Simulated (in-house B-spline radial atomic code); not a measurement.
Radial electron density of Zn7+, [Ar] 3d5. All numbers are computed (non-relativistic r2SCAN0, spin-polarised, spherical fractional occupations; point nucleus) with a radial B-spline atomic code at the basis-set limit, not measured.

Columns: r (bohr), 4πr²n(r) (electrons per bohr), bar.

```
 0.00225    1.026 #
 0.00268    1.419 ##
 0.00319     1.95 ##
 0.00379    2.655 ###
 0.00451    3.601 ####
 0.00537    4.849 #####
 0.00638    6.443 #######
  0.0076    8.499 #########
 0.00904    11.03 ############
  0.0108    14.18 ###############
  0.0128    17.67 ###################
  0.0152    21.61 #######################
  0.0181     25.8 ###########################
  0.0216    29.89 ################################
  0.0256    33.24 ###################################
  0.0305    35.58 ######################################
  0.0363    36.37 #######################################
  0.0432    35.51 ######################################
  0.0514    33.36 ###################################
  0.0611    30.88 #################################
  0.0727    29.34 ###############################
  0.0866    29.99 ################################
   0.103    33.15 ###################################
   0.123    37.83 ########################################
   0.146    41.39 ############################################
   0.173    41.49 ############################################
   0.206    36.93 #######################################
   0.246    28.99 ###############################
   0.292    21.72 #######################
   0.348    18.14 ###################
   0.414    19.08 ####################
   0.492    21.69 #######################
   0.586    22.23 ########################
   0.697    18.95 ####################
   0.829    13.11 ##############
   0.986     7.25 ########
    1.17    3.186 ###
     1.4     1.02 #
    1.66   0.2591 
    1.98  0.04508 
    2.35 0.005689
```

On this grid the curve has 3 maxima, near 0.0363, 0.173, 0.586 bohr.

The 3d up radial function P(r) = rR(r), positive near the nucleus:

| r (bohr) | P |
| --- | --- |
| 0.0181 | 0.001894 |
| 0.0256 | 0.004987 |
| 0.0363 | 0.01286 |
| 0.0514 | 0.03176 |
| 0.0727 | 0.07438 |
| 0.103 | 0.1633 |
| 0.146 | 0.3279 |
| 0.206 | 0.5824 |
| 0.292 | 0.9026 |
| 0.414 | 1.17 |
| 0.586 | 1.211 |
| 0.829 | 0.9499 |
| 1.17 | 0.5271 |
| 1.66 | 0.1785 |
| 2.35 | 0.03061 |
